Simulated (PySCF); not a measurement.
KCl, SMILES [Cl][K].

Geometry: PBE0-D3(BJ)/def2-TZVPD.

All values below come from TDA-ωB97X/def2-TZVPD in PySCF 2.14.0.

Vertical excitations; the highest root listed may be one member of a degenerate set. The molecule is in vacuum. State labels are in the subgroup C2v.

Computed UV-visible absorptions:
```csv
state,symmetry,energy (eV),λ (nm),f,main pairs
S1,B1,5.09,244,0.036,"HOMO−1→LUMO, HOMO−1→LUMO+3 (degenerate set)"
S2,B2,5.09,244,0.036,"HOMO→LUMO, HOMO→LUMO+3 (degenerate set)"
S3,A1,5.36,231,0.068,"HOMO−2→LUMO 68 %, HOMO−2→LUMO+3 25 %"
S4,A2,6.29,197,0.000,"HOMO−1→LUMO+2 42 %, HOMO→LUMO+1 42 %"
S5,A1,6.29,197,0.000,"HOMO→LUMO+2 42 %, HOMO−1→LUMO+1 42 %"
S6,A2,6.35,195,0.000,"HOMO→LUMO+1 43 %, HOMO−1→LUMO+2 43 %"
S7,A1,6.39,194,0.013,"HOMO−1→LUMO+1 45 %, HOMO→LUMO+2 45 %"
S8,B1,6.45,192,0.070,"HOMO−1→LUMO+3, HOMO−1→LUMO, HOMO−1→LUMO+4, HOMO−1→LUMO+10 (degenerate set)"
S9,B2,6.45,192,0.070,"HOMO→LUMO+3, HOMO→LUMO, HOMO→LUMO+4, HOMO→LUMO+10 (degenerate set)"
S10,B1,6.52,190,0.008,HOMO−2→LUMO+1 85 %
T1,B1,5.07,245,0,"HOMO−1→LUMO, HOMO−1→LUMO+3 (degenerate set)"
T2,B2,5.07,245,0,"HOMO→LUMO, HOMO→LUMO+3 (degenerate set)"
T3,A1,5.13,242,0,"HOMO−2→LUMO 70 %, HOMO−2→LUMO+3 22 %"
T4,A1,6.14,202,0,"HOMO→LUMO+2 43 %, HOMO−1→LUMO+1 43 %"
```
Triplets are in the Tamm–Dancoff approximation.
